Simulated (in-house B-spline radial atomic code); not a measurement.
# Ionising Au3+ with different functionals

Computed with a B-spline radial code for spherical atoms: four-component Dirac-Coulomb Hamiltonian, Fermi nucleus of rms radius 5.4371 fm, spin-restricted, spherical fractional occupations for the functionals, and exact exchange of hybrids averaged over the configuration. The ionisation energy is the difference of two self-consistent energies, [Xe] 4f14 5d8 → [Xe] 4f14 5d7, without Breit or QED terms; ε is the level of the shell that loses the electron (mean over j). The electron is taken from both j subshells in proportion to 2j + 1, so the result is a j average, not the step between ground levels.

| method | rung | ΔSCF (eV) | -ε(5d) (eV) |
| --- | --- | --- | --- |
| BHandHLYP | global hybrid | ? | ? |
| PBE0 | global hybrid | 47.60 | 42.58 |
| HSE06 | range-separated hybrid | 47.58 | 42.14 |
| CAM-B3LYP | range-separated hybrid | ? | ? |

**Question.** What does BHandHLYP give?

**Answer.** ΔSCF 47.37 eV, and -ε(5d) = 44.41 eV.

**Question.** What does CAM-B3LYP give?

**Answer.** ΔSCF 47.59 eV, and -ε(5d) = 44.07 eV.

**Question.** Among the functionals, which spreads more, the ΔSCF values or the orbital energies?

**Answer.** The orbital energies: ΔSCF values span about 0.23 eV and the orbital energies 2.27 eV; here energy differences depend much less on the functional than eigenvalues do.

**Question.** How do they compare with the NIST value?

**Answer.** NIST lists 45 eV ± 1.7 (tabulated theory, ground level to ground level). Errors run from +2.37 to +2.60 eV; all lie within about twice that uncertainty, so the table can't rank the methods.
